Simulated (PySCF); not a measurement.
# Excitation energy of I⁺ by level of theory

I⁺ [Kr] 4d10 5s2 5p4 (3P) → I⁺ [Kr] 4d10 5s1 5p5 (3P), as a difference of total energies. Calculation: PySCF 2.14, in x2c-TZVPPall; the spin-free X2C one-electron Hamiltonian (Gaussian nucleus). Correlated levels: valence: [Kr] 4d10 frozen; valence and next inner shell: [Ar] 3d10 frozen. The calculations carry no spin-orbit coupling.

```tsv
method	excitation energy (cm⁻¹)
UHF	97004
LDA	88643
PBE	87955
PBE0	90447
r2SCAN	88968
LC-wPBE	93114
M06	89874
M06-L	87864
r2SCAN0	91135
ROHF	97111
MP2 (valence)	90085
SCS-MP2 (valence)	89145
MP2 (valence and next inner shell)	89501
SCS-MP2 (valence and next inner shell)	88580
```

Errors of the correlated levels include the incompleteness of this basis and the frozen core.

For comparison: 80545 cm⁻¹ (measured; NIST levels, between the centres of gravity of the two terms).
